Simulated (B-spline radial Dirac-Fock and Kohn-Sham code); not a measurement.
Run log: Ir⁶⁺

ΔSCF core binding energies without Breit or QED terms, calculated with an atomic code on a B-spline grid. Keys: rel is the Hamiltonian (dirac, or spin-free x2c and nr, where L3 and M5 stand for the whole 2p and 3d shells), method is hf or an exchange,correlation pair (spin-unpolarised, also for the hole states), nuc the nuclear model, radius_factor scales its radius, rmax is the box in bohr, h the logarithmic mesh step, order the B-spline order, points the quadrature points per cell, c_factor scales the speed of light, and damp, ndamp, maxit and tol steer the iteration. The run stops when the commutator error falls below 10·tol·max(1, Z/10), or the numerical noise floor, and the energy has settled to about 1e-8 Ha; the virial ratio is −V/T.

Input (task.json):

```json
{"items": [{"Z": 77, "q": 6, "cfg": [[1, 0, 2], [2, 0, 2], [2, 1, 6], [3, 0, 2], [3, 1, 6], [3, 2, 10], [4, 0, 2], [4, 1, 6], [4, 2, 10], [4, 3, 14], [5, 0, 2], [5, 1, 6], [5, 2, 3]], "A": 193, "rrms": 5.4032, "do": "settings", "holes": ["K", "L3", "M5"],
  "settings": [{"rel": "dirac", "method": "hf", "nuc": "fermi", "radius_factor": 1.0, "rmax": 45.0, "h": 0.3, "order": 8, "points": 10, "c_factor": 1.0, "maxit": 3, "damp": 0.5, "ndamp": 3, "tol": 1e-08}]}]}
```

Command: `python xray2_run.py task.json out`

Ground-state iterations:

```
iter   energy (Ha)        error
   1   -17834.79861968  2.22e+00
   2   -17837.77617952  2.76e-01
   3   -17838.59093618  3.98e-02
```

The ground state had not converged after 3 iterations, with total energy -17838.59094 Ha, virial ratio 1.87822 and highest orbital energy -86.09 eV. ΔSCF binding energies: K (1s) 76607.1 eV, L3 (2p3/2) 11347.9 eV, M5 (3d5/2) 2143.9 eV (not all states converged, so these are not final).

Task: One setting is unsound. Which, and why?

Result: maxit ends the run before self-consistency. With the default settings (Dirac Hartree-Fock): The ground state converged in 10 iterations, with total energy -17838.60850 Ha, virial ratio 1.87823 and highest orbital energy -86.92 eV. ΔSCF binding energies: K (1s) 76605.1 eV, L3 (2p3/2) 11345.9 eV, M5 (3d5/2) 2142.0 eV.
